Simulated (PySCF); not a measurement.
An unknown shows these calculated signals:

¹H NMR (600 MHz, computed): δ 8.79 (m, 1H), 8.66 (m, 1H), 5.28 (s, 2H), 5.22 (s, 3H).

¹³C{¹H} NMR (computed): δ 171.0 (CH2).

PySCF 2.14 calculation with GFN2-xTB structure and PBE0/pcSseg-1 with gauge-including orbitals; a single conformation, in vacuum, relativity neglected, averaged over atoms made equivalent by symmetry, fast rotation or ring inversion.

Referencing at the same level of theory: TMS for ¹H and ¹³C.

Which of these does the molecule contain: a Si–CH3 group, a vinyl group CH=CH2, a benzene ring, a Si–H bond?

## Answers


- A Si–CH3 group: no.
- A vinyl group CH=CH2: no.
- A benzene ring: no.
- A Si–H bond: yes (δH 5.28 (s)).

The data belong to `N(=C)[SiH2]O[SiH3]`, CH₇NOSi₂; they needn't prove each group on their own.

Carbon signals by region: 1 in the far downfield region (above 160 ppm). Above 160 ppm: 171.0, C=N carbon.

Shifts are as computed. Against solution values, carbons near 30 ppm lie about +3 ppm off and those near 130 ppm about +5 ppm. Of 1211 compounds with measured shifts, 218 miss one by over three times the rms of a fit or turn the order of signals round; such compounds aren't used in these exercises. No couplings were computed; multiplicities are counted from neighbouring protons, with m where these are inequivalent, close in shift, in a saturated or five-membered ring or joined by F or P, and br s for small geminal =CH2 splittings.
